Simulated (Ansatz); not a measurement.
## Ansatz (development build ahead of 0.2.0) run

```yaml
crystal:
  periodic: [false, false, false]
  atoms:
    - { symbol: Fe, position_ang: [0.0, 0.0, 0.0] }
basis:
  gaussian: { orbitals: def2-SVP }
total_charge: 1
magnetization:
  initial_magnetization: 5
hamiltonian:
  xc: pbe0
scf:
  omitted_lower_state_checks: [starts, atomic_configurations, cluster_reference, orbital_swaps, given_window_search, neighbouring_geometries, increment]
output:
  forces: true
```

The input is written out in the form of the current development build from the run's settings.

Output:

```
Converged                       : yes
Total energy                    : -1262.98442 hartree
Spin squared of the determinant : 8.750
Stability test                  : minimum among restricted orbitals
```

Forces (eV/Å):
```csv
atom,Fx,Fy,Fz
Fe1,0.000,0.000,0.000
```
